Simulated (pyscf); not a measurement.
# Routes from •H₂C–C(CH₃)=NH (SMILES [CH2]C(C)=N)

Candidate steps break at most two bonds and form at most two. Each was searched with GFN2-xTB (tblite) first. Single points on ωB97X-D3(BJ)/def2-SVP structures (PySCF, gas phase). Energies: ωB97M-D3(BJ)/def2-TZVP, kJ/mol, from the reactant's lowest minimum found, doublet surface; ΔG‡ with ideal gas, 1 atm, RRHO with modes under 100 cm⁻¹ raised to 100, one conformer, R ln 2 for chiral ones without a mode under 150 cm⁻¹.

```json
[
 {"products": "H₃C–C(CH₃)=N•", "type": "hydrogen shift", "ΔE‡": "182.1", "ΔE": "-16.7", "ΔG‡ 298 K": "169.9", "ΔG‡ 900 K": "174.5", "ν‡ (cm⁻¹)": "2231i"},
 {"products": "•H₂C–C(=CH₂)–NH₂", "type": "hydrogen shift", "ΔE‡": "232.8", "ΔE": "+3.7", "ΔG‡ 298 K": "218.5", "ΔG‡ 900 K": "221.4", "ν‡ (cm⁻¹)": "2250i"}
]
```

Plain bond fissions and candidates not yet searched are not listed, and one of them may be faster. Each barrier is that of the saddle found; lower ones may exist.
